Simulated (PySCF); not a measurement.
2-bromo-1,1-difluoroethane (C2H3BrF2), SMILES FC(F)CBr.

Coordinates come from a PBE0-D3(BJ)/def2-SVP optimisation. Other conformers were not sampled.

Calculation: PySCF with SMD-PBE0/6-31G*.

Solvation free energies are E(SMD) − E(gas) at the gas-phase geometry, for 1 M in both phases. Bromine has the revised SMD18 radius of 2.60 Å. In vacuum the dipole moment is 1.39 D.

**Question.** Rank water, chloroform, ethanol by solvation free energy, most negative first.

**Answer.** ethanol (-6.1 kcal/mol), chloroform (-5.4 kcal/mol), water (-2.6 kcal/mol)
